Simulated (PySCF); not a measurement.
A GIAO shielding run with PySCF (density fitting, non-relativistic, gas phase) on `CC/C=C/[SiH2]O`, C4H10OSi:

```
$ OMP_NUM_THREADS=1 python probes_run.py task.json out

{"job": {"kind": "nmr", "xc": "PBE0", "basis": "pcSseg-1"}, "charge": 0, "multiplicity": 1}
C     -2.370668     0.774887     0.536403
C     -1.670467    -0.345301    -0.232884
C     -0.205274    -0.076821    -0.372453
C      0.766348    -0.882317     0.037983
Si     2.608051    -0.545329    -0.141214
O      2.903933     0.951806    -0.710162
H     -3.433451     0.564803     0.634237
H     -1.944708     0.871367     1.532962
H     -2.254006     1.725117     0.018993
H     -1.824039    -1.298414     0.277771
H     -2.114302    -0.420620    -1.230681
H      0.038358     0.866258    -0.848509
H      0.478418    -1.817213     0.504850
H      3.230052    -1.365700    -1.172352
H      3.232198    -0.718655     1.177053
H      2.551957     1.725078    -0.278640
```

Hardware: 1 thread of an Arm Neoverse V2, shared host. The job also computes population analyses, field gradients.

Question: How large is the calculation?

Answer: 56 electrons, 159 basis functions and 846 auxiliary functions.

Question: How long does it take, and how much memory does it need?

Answer: 18 s of wall time, with 14 SCF cycles and 4 response iterations; peak memory 0.73 GiB. Times on a shared host scatter by some tens of per cent.
